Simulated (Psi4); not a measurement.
O2 (SMILES O=O), triplet, geometry from GFN2-xTB. Base run: HF/def2-SVP (Psi4 1.11).

Here is a job for Psi4.
```
memory 2 GB

molecule {
0 3
O    -0.00000000   -0.00000000   -0.60491107
O     0.00000000    0.00000000    0.60491107
}

set {
  basis def2-svp
  reference uhf
  stability_analysis check
  scf_type pk
}

energy('scf')
print_variables()
```

The bond that is stretched is that between atoms 2 and 1. A test that says stable can miss a lower solution.

Each row names what was changed in the base input (with any setting that the change needs).

```json
[
 {"change": "base", "ΔE vs base (kcal/mol)": "0.000", "<S^2>": "2.034"},
 {"change": "stability_analysis = follow; reference = uhf", "ΔE vs base (kcal/mol)": "0.000", "<S^2>": "2.034"},
 {"change": "bond × 1.25", "ΔE vs base (kcal/mol)": "82.7", "<S^2>": "2.046"},
 {"change": "stability_analysis = follow; reference = uhf; bond × 1.25", "ΔE vs base (kcal/mol)": "82.7", "<S^2>": "2.046"},
 {"change": "bond × 1.5", "ΔE vs base (kcal/mol)": "176.3", "<S^2>": "2.049"},
 {"change": "stability_analysis = follow; reference = uhf; bond × 1.5", "ΔE vs base (kcal/mol)": "176.3", "<S^2>": "2.049"},
 {"change": "bond × 1.8", "ΔE vs base (kcal/mol)": "263.4", "<S^2>": "2.046"},
 {"change": "stability_analysis = follow; reference = uhf; bond × 1.8", "ΔE vs base (kcal/mol)": "263.4", "<S^2>": "2.046"},
 {"change": "bond × 2.2", "ΔE vs base (kcal/mol)": "340.2", "<S^2>": "2.040"},
 {"change": "stability_analysis = follow; reference = uhf; bond × 2.2", "ΔE vs base (kcal/mol)": "340.2", "<S^2>": "2.040"},
 {"change": "bond × 3.0", "ΔE vs base (kcal/mol)": "413.6", "<S^2>": "2.036"},
 {"change": "stability_analysis = follow; reference = uhf; bond × 3.0", "ΔE vs base (kcal/mol)": "413.6", "<S^2>": "2.036"}
]
```

On stretching, the SCF can end on different states; <S^2> shows the spin contamination of each.
